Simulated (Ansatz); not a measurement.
# A relaxation, step by step

SiH4BrCl, singlet, PBE0-D4/def2-TZVP (Ansatz 0.2.0). Settings:

```yaml
hamiltonian: {xc: pbe0, dispersion: d4}
relax: {f_tol: 0.005, max_steps: 200}
```

Start, a step off a saddle point along its unstable mode:

```json
{"atom": "Si1", "x (Å)": "-0.7037", "y (Å)": "-0.2064", "z (Å)": "-0.0803"}
{"atom": "Cl2", "x (Å)": "2.0621", "y (Å)": "-0.3985", "z (Å)": "0.2775"}
{"atom": "H3", "x (Å)": "-0.3261", "y (Å)": "-1.7097", "z (Å)": "-0.1920"}
{"atom": "H4", "x (Å)": "-1.8647", "y (Å)": "-0.0657", "z (Å)": "-0.9376"}
{"atom": "H5", "x (Å)": "-0.9463", "y (Å)": "-0.0685", "z (Å)": "1.3834"}
{"atom": "H6", "x (Å)": "1.6709", "y (Å)": "0.6489", "z (Å)": "0.0069"}
{"atom": "Br7", "x (Å)": "0.1077", "y (Å)": "1.7998", "z (Å)": "-0.4578"}
```

| step | energy less the last (meV) | largest force component (eV/Å) |
| --- | --- | --- |
| 1 | 1643.4 | 6.558 |
| 2 | 688.5 | 2.235 |
| 3 | 243.8 | 0.611 |
| 4 | 78.5 | 0.546 |
| 5 | 11.4 | 0.228 |
| 6 | 9.3 | 0.132 |
| 7 | 3.4 | 0.073 |
| 8 | 2.6 | 0.037 |
| 9 | 2.2 | 0.010 |
| 10 | 2.0 | 0.050 |
| 11 | 1.8 | 0.071 |
| 12 | 1.5 | 0.106 |
| 13 | 1.1 | 0.076 |
| 14 | 0.5 | 0.048 |
| 15 | 0.2 | 0.026 |
| 16 | 0.1 | 0.035 |
| 17 | 0.0 | 0.019 |
| 18 | 0.0 | 0.008 |
| 19 | 0.0 | 0.005 |

Step 8, positions (Å) and forces (eV/Å):

```json
{"atom": "Si1", "x": "-1.099", "y": "-0.163", "z": "-0.086", "Fx": "0.031", "Fy": "-0.018", "Fz": "0.007"}
{"atom": "Cl2", "x": "2.913", "y": "-0.410", "z": "0.597", "Fx": "-0.027", "Fy": "0.034", "Fz": "-0.018"}
{"atom": "H3", "x": "-0.317", "y": "-1.333", "z": "-0.539", "Fx": "0.003", "Fy": "-0.003", "Fz": "-0.004"}
{"atom": "H4", "x": "-2.422", "y": "-0.117", "z": "-0.741", "Fx": "-0.031", "Fy": "0.006", "Fz": "-0.006"}
{"atom": "H5", "x": "-1.228", "y": "-0.142", "z": "1.387", "Fx": "-0.003", "Fy": "0.003", "Fz": "0.005"}
{"atom": "H6", "x": "2.144", "y": "0.489", "z": "0.084", "Fx": "0.024", "Fy": "-0.037", "Fz": "0.022"}
{"atom": "Br7", "x": "0.009", "y": "1.676", "z": "-0.702", "Fx": "0.003", "Fy": "0.013", "Fz": "-0.007"}
```

Step 11, positions (Å) and forces (eV/Å):

| atom | x | y | z | Fx | Fy | Fz |
| --- | --- | --- | --- | --- | --- | --- |
| Si1 | -1.081 | -0.166 | -0.100 | -0.057 | 0.000 | -0.003 |
| Cl2 | 2.866 | -0.402 | 0.657 | 0.017 | -0.023 | 0.016 |
| H3 | -0.333 | -1.337 | -0.608 | -0.017 | 0.017 | 0.008 |
| H4 | -2.445 | -0.102 | -0.680 | 0.071 | -0.005 | 0.027 |
| H5 | -1.132 | -0.155 | 1.380 | 0.009 | -0.004 | -0.037 |
| H6 | 2.117 | 0.490 | 0.111 | -0.018 | 0.027 | -0.014 |
| Br7 | 0.006 | 1.672 | -0.759 | -0.005 | -0.011 | 0.003 |

Step 16, positions (Å) and forces (eV/Å):

| atom | x | y | z | Fx | Fy | Fz |
| --- | --- | --- | --- | --- | --- | --- |
| Si1 | -1.056 | -0.179 | -0.131 | 0.010 | -0.035 | 0.005 |
| Cl2 | 2.768 | -0.365 | 0.802 | -0.014 | 0.020 | -0.014 |
| H3 | -0.431 | -1.363 | -0.761 | -0.014 | 0.020 | 0.016 |
| H4 | -2.474 | -0.045 | -0.533 | 0.004 | 0.003 | 0.003 |
| H5 | -0.917 | -0.212 | 1.342 | 0.001 | 0.007 | -0.029 |
| H6 | 2.095 | 0.532 | 0.166 | 0.014 | -0.021 | 0.014 |
| Br7 | 0.016 | 1.632 | -0.884 | -0.001 | 0.006 | 0.005 |

Last step (19):

```
7
angstrom
Si -1.0551 -0.1805 -0.1340
Cl 2.7678 -0.3607 0.8073
H -0.4383 -1.3660 -0.7661
H -2.4751 -0.0418 -0.5264
H -0.9068 -0.2130 1.3365
H 2.0912 0.5313 0.1703
Br 0.0163 1.6305 -0.8875
```

Hardware: 4 CPU threads of an Arm Neoverse V2, shared host. Wall time about 35 s.
